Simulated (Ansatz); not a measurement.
The cluster Al₆Ge⁺. Charge 1, multiplicity 2. Geometry B3LYP-D4/def2-SVP, that of the neutral singlet; atoms count from 1.

```xyz
7

Ge    1.327    2.198    0.472
Al    1.640   -0.394    0.464
Al    0.283   -1.597   -1.400
Al   -0.774    0.885    1.293
Al    0.024    0.989   -1.440
Al   -0.479   -1.697    1.216
Al   -2.020   -0.384   -0.604
```

The structure comes from a short search, and lower isomers may exist.

Estimate the Mulliken populations from the PBE0/def2-TZVP orbitals of Ansatz.


```tsv
atom	charge (e)	spin (α − β)
Ge1	-0.05	0.42
Al2	0.16	0.00
Al3	0.19	0.19
Al4	0.16	0.00
Al5	0.16	0.00
Al6	0.19	0.19
Al7	0.19	0.19
```
Mulliken values and Mayer orders depend strongly on the basis.

Where does the spin sit?

Summed by element: Ge 0.42, Al 0.58, of 1 unpaired in all. Largest on single atoms: Ge1 0.42, Al7 0.19, Al3 0.19.

And the Mayer bond orders between bonded heavy atoms (over 0.3)?

Ge1–Al2 0.73 (2.61 Å); Ge1–Al4 0.73 (2.61 Å); Ge1–Al5 0.73 (2.61 Å); Al2–Al3 0.60 (2.60 Å); Al2–Al6 0.60 (2.60 Å); Al3–Al5 0.60 (2.60 Å); Al3–Al6 0.43 (2.73 Å); Al3–Al7 0.43 (2.72 Å); Al4–Al5 0.30 (2.85 Å); Al4–Al6 0.60 (2.60 Å); Al4–Al7 0.60 (2.60 Å); Al5–Al7 0.60 (2.60 Å); Al6–Al7 0.43 (2.72 Å). Values over 0.3 also appear between atoms too far apart for a bond (Al2–Al7 0.33 at 3.81 Å; Al3–Al4 0.33 at 3.81 Å; Al5–Al6 0.33 at 3.81 Å); they arise where an orbital or an unpaired electron spreads over both atoms.
